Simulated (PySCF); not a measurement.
V+: excitation energy

V+ [Ar] 3d4 (5D) → V+ [Ar] 3d3 4p1 (high-spin determinant), as a difference of total energies. All numbers are calculated (PySCF 2.14, the spin-free X2C one-electron Hamiltonian (Gaussian nucleus), in ANO-RCC-VTZP). Correlated levels: valence: [Ar] frozen. The calculations carry no spin-orbit coupling.

| method | excitation energy (eV) |
| --- | --- |
| UHF | 3.462 |
| MP2 (valence) | 4.040 |
| SCS-MP2 (valence) | 3.655 |
| CCSD (valence) | 4.040 |
| CCSD(T) (valence) | 4.045 |

Task: How much does correlation contribute at CCSD(T) (valence)?

Result: 4.045 − (3.462) = 0.583 eV, measured against UHF.

A first-order spin-orbit estimate (lowest level to lowest level, LS coupling) adds -0.031 eV.

The basis was made for the ground configuration and has no added diffuse functions, so the excitation energy can come out too high.

The determinant of the upper state mixes LS terms, which raises its energy above the lowest term, most at the Hartree-Fock and MP2 levels.
